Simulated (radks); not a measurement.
Valence configurations of the copper ion Cu+ (all share [Ar]). All-electron calculation, scalar-relativistic Kohn-Sham, PBE, spin-polarised, spherical densities, point nucleus; open shells are filled with parallel spins first. Program: a radial shooting solver on a logarithmic mesh with Libxc functionals. Energies are relative to 3d10; eigenvalues in eV for spin up.

valence      E (eV)  moment (Bohr magnetons)    e(3d)    e(4p)    e(4s)
3d10          0.000                        0  -13.659        -        -
3d9.5 4s0.5   1.113                        1  -16.386        -  -13.044
3d9 4s1       2.773                        2  -19.390        -  -14.185
3d9.5 4p0.5   3.953                        1  -17.222   -7.840        -
3d8.5 4s1.5   5.827                        2  -22.659        -  -14.911
3d9 4p1       8.861                        2  -21.018   -8.998        -
3d8 4s2       9.734                        2  -26.184        -  -15.643
3d8 4s1 4p1  15.059                        4  -27.735  -10.403  -17.306
3d8 4p2      22.010                        4  -29.234  -11.123        -
3d7 4s1 4p2  32.473                        6  -36.808  -12.443  -20.183

NIST lists [Ar] 3d10 as the ground configuration; this level of theory agrees among the configurations tried. The energies are those of spherical high-spin densities, not of single terms.
